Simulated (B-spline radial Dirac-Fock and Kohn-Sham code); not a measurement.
Relativistic shifts of the levels of Sr³²⁺

System: strontium as Sr³²⁺, [He] 2s2 2p2.

Both columns are ΔSCF binding energies of the configuration average from a radial B-spline solver: non-relativistic Hartree-Fock with a point nucleus, and Dirac-Fock with a finite nucleus and the Coulomb interaction alone, averaged over the two j levels with weights 2j+1.

```tsv
shell	Hartree-Fock (eV)	Dirac-Fock (eV)	shift (eV)	shift (%)
1s	18151.7	18502.6	+350.92	+1.93
2s	4071.0	4169.0	+98.00	+2.41
2p	3979.7	4017.0	+37.29	+0.94
```

Relativity binds 1s, 2s, 2p more strongly, among those listed most of all 2s in relative terms.

Values without a named source are computed, but for edge energies of neutral atoms, which are taken from tables.
